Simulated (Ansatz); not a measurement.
Computed with Ansatz on PBE0-D4/def2-TZVP structures; ΔE is electronic, products minus reactants. CBS: MP2 limit from def2 TZ/QZ plus the TZ coupled-cluster correction, frozen cores. This one scheme is used for every species. DFT in def2-TZVPP. def2 core potentials past Kr. For Te outer-core shells are correlated without core-valence functions, which leaves a few kJ/mol of doubt a bond. One conformer a species, not always the lowest.

`NP[TeH]` + `[AlH3]` → `N[PH][AlH2]` + H₂Te  (formal exchange of groups at a P–Te bond)

`NP[TeH]`:

```xyz
7

N     0.650   -1.168    0.069
P     0.495    0.260    0.964
Te   -0.183    2.131   -0.554
H     1.573   -1.320   -0.309
H    -0.062   -1.418   -0.602
H    -0.823    0.032    1.424
H    -1.649    1.483   -0.992
```

`[AlH3]`:

```xyz
4

Al    0.000    0.000    0.000
H     0.439   -0.087   -1.521
H    -1.308    0.800    0.403
H     0.869   -0.713    1.118
```

`N[PH][AlH2]`:

Cartesian coordinates in Å:
```
N 0.778 -0.610 1.279
P 0.498 -0.825 -0.394
Al -1.293 0.550 -0.904
H 1.413 -1.281 1.682
H 0.950 0.314 1.643
H 1.493 -0.055 -1.077
H -1.536 0.854 -2.443
H -2.303 1.051 0.214
```

H₂Te:

```xyz
3

Te    0.654    0.292    0.303
H     0.277   -0.529   -1.085
H    -0.931    0.236    0.782
```

CCSD(T)/CBS gives +14.9 kJ/mol.

(1) Another level gave +13.5 kJ/mol. Which?
A. revPBE-D4/def2-TZVPP
B. ωB97M-V/def2-TZVPP
C. LC-ωPBE/def2-TZVPP
D. BLYP-D4/def2-TZVPP

(2) What do rigid-rotor, harmonic-oscillator terms from PBE0-D4/def2-TZVP frequencies (298.15 K, 1 bar) make of the CCSD(T)/CBS value? (An estimate is asked.)

Largest T1 diagnostic among the species: 0.013.

## Answers

(1) B. ωB97M-V 13.5, BLYP-D4 22.4, revPBE-D4 18.4, LC-ωPBE 3.8 kJ/mol.

(2) The calculation gave: ΔZPE = -2.1 kJ/mol, ΔH = +13.8 kJ/mol, ΔS = 15 J/(mol·K), ΔG = +9.3 kJ/mol.

The D4 term adds +4.3 kJ/mol with B3LYP and +2.2 kJ/mol with PBE0; it sums over pairs of atoms, weighted by their polarisabilities, and B3LYP, whose exchange is more repulsive, gets the larger term. From BLYP to BHLYP (50 % exact exchange), in def2-TZVPP and without D4, ΔE moves by −4.8 kJ/mol. At CCSD(T), def2-SVP lies −8.0 kJ/mol from the extrapolated value and def2-TZVPP −6.5 kJ/mol.

B3LYP here is the variant with VWN-RPA as its local correlation; programs differ in this.
